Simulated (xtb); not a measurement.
3-fluoro-4-methyl-2H-oxete (C₄H₅FO), SMILES CC1=C(F)CO1. All values are semi-empirical tight-binding results from xtb (GFN2-xTB unless named), good for trends rather than for accurate numbers. The structure is a stationary point at GFN2-xTB.

Optimised geometry:

```xyz
11

C     -2.0560    -0.2007    -0.0751
C     -0.5791    -0.2337    -0.0867
C      0.4848     0.5234     0.1940
F      0.7167     1.7608     0.6508
C      1.3879    -0.5971    -0.2200
O      0.1805    -1.3365    -0.4938
H     -2.4257    -0.0097     0.9311
H     -2.4257     0.5870    -0.7299
H     -2.4292    -1.1606    -0.4203
H      1.9805    -0.4501    -1.1221
H      1.9800    -1.0727     0.5609
```
Charge 0, spin multiplicity 1.

A frequency run showed that this geometry is not a minimum.

point group as xtb finds it: Cs
orbital gap: 4.75 eV
dipole moment: 0.86 D
static polarisability (D4 model): 50.4 bohr³
solvation energy, GFN2-xTB/ALPB(water): -2.3 kcal/mol
solvation energy, GFN2-xTB/ALPB(thf): -5.5 kcal/mol

Q: Give the IR lines (harmonic; lines under 4 % of the strongest left out, lines within 3 cm⁻¹ merged). (Estimate from the structure and the level; the computed values follow.)

A: ν (cm⁻¹): 245 (w), 416 (w), 467 (w), 664 (w), 762 (w), 958 (w), 1015 (w), 1032 (w), 1094 (m), 1175 (w), 1249 (vs), 1309 (s), 1390 (w), 1450 (w), 1794 (m), 2989 (w), 2998 (w), 3012 (w), 3022 (w) (against the strongest line: vs over 80 %, s over 45 %, m over 15 %, w over 4 %, vw less). 1 imaginary mode(s) remain.

Q: Give the atomic charges and the Wiberg bond orders between heavy atoms. (The exact figures need the calculation; the answer reports its results.)

A: charges (e) C1 -0.12, C2 0.11, C3 0.10, F4 -0.22, C5 0.07, O6 -0.30, H7 0.07, H8 0.07, H9 0.08, H10 0.07, H11 0.07. Bond orders C1–C2 1.04, C2–C3 1.71, C3–F4 0.96, C3–C5 1.00, C2–O6 1.01, C5–O6 0.96.
